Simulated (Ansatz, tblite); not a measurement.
Cost and result up the ladder for Sn2H (3 atoms). Total charge 0; doublet. Geometry: r2SCAN-D4/def2-TZVP.

```xyz
3

Sn    0.234   -1.410   -0.247
Sn    0.448    1.320   -0.402
H    -0.682    0.090    0.649
```

Ansatz on 4 threads of Arm Neoverse V1 on a shared host; xTB runs through tblite on one thread. Times are rough, summed over both states, and most runs start from the orbitals of an earlier one. PBE0-D4/def2-TZVP serves as the yardstick here, not as an exact answer. The other state is a triplet.

In the def2 sets Sn takes a core potential; there is no spin–orbit coupling. The xTB rows come from tblite. The structure comes from a short search, and lower isomers may exist.

Raw xTB energies of ions are shifted by several eV, and xTB has no spin-polarisation term.

| level | functions | vertical IE (eV) | difference from PBE0-D4/def2-TZVP (eV) |
| --- | --- | --- | --- |
| PBE0-D4/def2-TZVP | 106 | 6.93 | 0.00 |
| r2SCAN-D4/def2-TZVP (with forces) | 106 | 6.92 | -0.01 |
| GFN1-xTB | 20 | 12.16 | 5.22 |
| GFN2-xTB | 19 | 11.95 | 5.02 |
| PBE-D4/def2-TZVP | 106 | 6.91 | -0.02 |

Problem. Estimate how long each takes.

Solution. GFN2-xTB 0.004 s; GFN1-xTB 0.006 s; PBE-D4/def2-TZVP 4.5 s; r2SCAN-D4/def2-TZVP (with forces) 10 s; PBE0-D4/def2-TZVP 12 s. On shared hardware such times vary by a factor of up to 3.
